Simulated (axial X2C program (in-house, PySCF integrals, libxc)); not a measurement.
## SiBr⁻: from the spin-free to the two-component result

All values were computed with an axial X2C code built on PySCF integrals. Spin-free means the one-electron spin-free X2C Hamiltonian; two-component (2c) means X2C with spin–orbit coupling and atomic mean-field two-electron Coulomb and Gaunt terms, so the difference of the two also holds small scalar two-electron terms. Basis: Br dyall-acv3z [9s10p7d5f1g], Si dyall-av3z [9s8p3d2f] (cores contracted in-house); Gaussian nuclei, density fitting, unrestricted open shells. Masses: Br 78.918 u, Si 27.977 u.

Spin-free state: M_S = 1, Λ = 0 (beyond evenly filled blocks: π+α, π-α); fragments Br- + Si.

```csv
level,Re (Å),ωe (cm⁻¹),De (eV),μ (D)
PBE0,2.420,289.9,1.923,-4.47
HF,2.493,250.2,1.255,-3.69
MP2,2.435,282.4,1.719,n/a
CCSD(T),2.450,276.3,1.711,n/a
PBE,2.438,280.8,1.988,-4.68
```

Correlated methods: 12 electrons correlated (number of frozen shells: Br 3 s, 2 p, 1 d; Si 2 s, 1 p), 246 virtual spin orbitals or spinors in MP2, 90 natural virtuals in coupled cluster.

Dipoles are positive if Si is the positive end and refer to the centre of mass.

Two-component determinant lowest at the distance of the search:

Ω = 1 (⟨Sz⟩ = 1.00, ⟨Lz⟩ = 0.00 at HF); fragments Br- + Si.

```json
{"level": "PBE0", "Re (Å)": "2.421", "ωe (cm⁻¹)": "289.4", "De (eV)": "1.922", "μ (D)": "-4.47"}
{"level": "HF", "Re (Å)": "2.494", "ωe (cm⁻¹)": "249.9", "De (eV)": "1.251", "μ (D)": "-3.70"}
{"level": "MP2", "Re (Å)": "2.436", "ωe (cm⁻¹)": "282.1", "De (eV)": "1.731", "μ (D)": "n/a"}
{"level": "CCSD(T)", "Re (Å)": "2.451", "ωe (cm⁻¹)": "275.6", "De (eV)": "1.714", "μ (D)": "n/a"}
{"level": "PBE", "Re (Å)": "2.439", "ωe (cm⁻¹)": "280.3", "De (eV)": "1.988", "μ (D)": "-4.69"}
```

From the two tables, how do the constants change at the CCSD(T) level (2c against spin-free)?

At the CCSD(T) level Re goes up by 0.001 Å and ωe goes down by 0.7 cm⁻¹; De is not compared, since the atomic limits differ or miss part of their spin–orbit lowering.

The state is a single determinant with fixed occupations, the lowest that a limited PBE0 search found. Dissociation energies refer to the lowest single-determinant-based atoms at the same level and basis. Density functionals use the spin component along the axis (collinear). CCSD and (T) use frozen natural virtuals with an MP2 correction for the truncation; (T) itself is uncorrected, so its De runs slightly low. The 2c atoms are single determinants rather than J levels; their spin–orbit lowering is only partly caught, and De is too large by that part. This holds for PBE0, MP2, CCSD(T), PBE. Other states lie close and PBE0, whose exact exchange favours high spin, may order them wrongly; the determinant shown need not be the ground state. The nearest other spin-free determinant of the search, M_S = 0, Λ = 2, lies 0.75 eV up at the distance of the search. Without a current term, density functionals place determinants with orbital angular momentum somewhat too high. With several unpaired electrons one determinant need not be a pure state. Open-shell Ω = 0 determinants with evenly filled partner blocks cannot be reached by this program, so the Ω shown need not be the lowest component. This is the Ω = 1 component of a π² triplet; the 0⁺ component is not one determinant and can lie lowest. The highest occupied level of some functionals is positive through self-interaction error; at Hartree–Fock it is bound. Hartree–Fock gets electron affinities wrong, so its lowest charge split need not be the true one.
